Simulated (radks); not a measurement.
The numbers below are computed, except where a source is named.
Task: Radial electron density D(r) = 4 pi r^2 rho(r) of an atom or ion with 18 electrons. Level of theory: scalar-relativistic Kohn-Sham, exchange-only LDA, spin-polarised, spherical densities, point nucleus (a radial shooting solver on a logarithmic mesh with Libxc functionals).

```
   r/bohr * D(r) (the largest magnitude, 84, reaches the edge; | marks zero)
 0.003154 |       *
 0.003914 |           *
 0.004897 |               *
 0.006078 |                    *
 0.007543 |                          *
 0.009437 |                                *
  0.01171 |                                      *
  0.01454 |                                          *
  0.01819 |                                            *
  0.02257 |                                           *
  0.02801 |                                         *
  0.03477 |                                       *
  0.04349 |                                        *
  0.05398 |                                             *
    0.067 |                                                    *
  0.08382 |                                                      *
    0.104 |                                              *
   0.1291 |                               *
   0.1615 |                    *
   0.2005 |                    *
   0.2488 |                        *
   0.3088 |                    *
   0.3863 |          *
   0.4794 |  *
    0.595 *
   0.7444 *
   0.9239 *
```

What is the nuclear charge?

Result: Z = 53. The innermost maximum, from 1s, lies near gamma/Z bohr with gamma = sqrt(1 - (Z/c)^2) = 0.922, here 0.0174 bohr (found: 0.0192), and its height grows with Z. The density is that of the iodine ion I35+ in [Ar]; the configuration itself is not fixed sharply by these data, and Z only to a few units. D(r) has 3 maxima, at r = 0.0192, 0.0786, 0.253 bohr, and minima at 0.0371, 0.178 bohr, inside which lie 1.99, 10.37 electrons.
